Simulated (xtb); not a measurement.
CuF, SMILES [F][Cu], multiplicity 1. All values are semi-empirical tight-binding results from xtb (GFN2-xTB unless named), good for trends rather than for accurate numbers. Geometry optimised at GFN2-xTB. The multiplicity is an assumed one; other spin states were not compared.

For metal compounds this method's bond lengths and energies can be far off.

Question: Estimate the properties. (The exact figures need the calculation; the answer reports its results.)

Answer: 
The point group as xtb finds it is C∞v. The orbital gap is 4.87 eV.
